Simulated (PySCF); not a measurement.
A structure optimised at PBE-D3(BJ)/def2-SVP, used in a PySCF frequency run:

```xyz
6

Hf     0.0419     0.0053     0.0000
Cl     0.4929    -1.2861    -1.9047
Cl     0.4929    -1.2861     1.9047
Cl     1.1744     2.0504     0.0000
S     -2.3168     0.5769     0.0000
H     -2.6717    -0.7441     0.0000
```
Charge 0, spin multiplicity 1.

Q: Write its SMILES, formula and point group.

A: [SH][Hf]([Cl])([Cl])[Cl], Cl3HHfS, Cs

Q: What are its rotational constants (standard atomic weights)?

A: 1.0052, 0.96611, 0.94502 GHz
